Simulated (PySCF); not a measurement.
# Rb: ionisation energy

Rb [Kr] 5s1 [5s1/2^1, M_J = 1/2] → Rb⁺ [Kr], as a difference of total energies. Computed with PySCF 2.14 in x2c-SVPall-2c with one added diffuse shell each of s, d type (7s7p7d1f, 70 functions), with the two-component X2C-1e Hamiltonian. Correlated levels: [Ar] 3d10 frozen; the 6 highest virtual spinors dropped. "Screened" scales the spin-orbit matrix elements by Boettger's factors to mimic the two-electron term; Breit and QED terms are absent.

```tsv
method	ionisation energy (eV)
GHF (screened spin-orbit)	3.798
GMP2 (screened spin-orbit)	3.977
```

Problem. How much does correlation contribute at GMP2 (screened spin-orbit)?

Solution. 3.977 − (3.798) = 0.179 eV, measured against GHF (screened spin-orbit).

Errors of the correlated levels include the incompleteness of this basis and the frozen core.

For comparison: 4.177 eV (measured; NIST Atomic Spectra Database, ionization energies).
